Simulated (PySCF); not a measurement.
NMR data simulated for an unnamed compound:

1H NMR (400 MHz, computed): δ 4.57 (s, 3H), 2.18 (m, 1H), 1.90 (m, 2H), 1.88 (m, 2H), 1.69 (m, 2H), 1.50 (m, 2H), 1.46 (m, 2H), 1.10 (m, 2H).

13C{1H} NMR (computed): δ 63.4 (C), 57.6 (CH), 44.7 (CH2), 36.2 (CH2), 28.1 (CH2).

Computational details: geometry from PBE0-D3(BJ)/def2-SVP, GIAO PBE0/pcSseg-1 shieldings, in PySCF (fast rotation and ring inversion assumed for equivalent nuclei, single conformer, no relativistic terms, in vacuum).

Shifts are taken against calculated references (same method and geometry level): TMS for 1H and 13C.

Q: Which of these does the molecule contain: an S-methyl group, a ketone, an ester, a Si–H bond?

A: 
- An S-methyl group: no.
- A ketone: no.
- An ester: no.
- A Si–H bond: yes (δH 4.57 (s)).

The data belong to `[SiH3]S[C@]12CCC[C@H]1CCC2`, C₈H₁₆SSi; they needn't prove each group on their own.

Carbon signals by region: 2 at 50–100 ppm, 3 below 50 ppm.

Shifts are as computed. Against solution values, carbons near 30 ppm lie about +2 ppm off and those near 130 ppm about +5 ppm. Of 1211 compounds with measured shifts, 218 miss one by over three times the rms of a fit or turn the order of signals round; such compounds aren't used in these exercises. Multiplicities follow the n + 1 count of equivalent neighbours, as no J values were calculated; m marks all less simple cases, F and P coupling included.
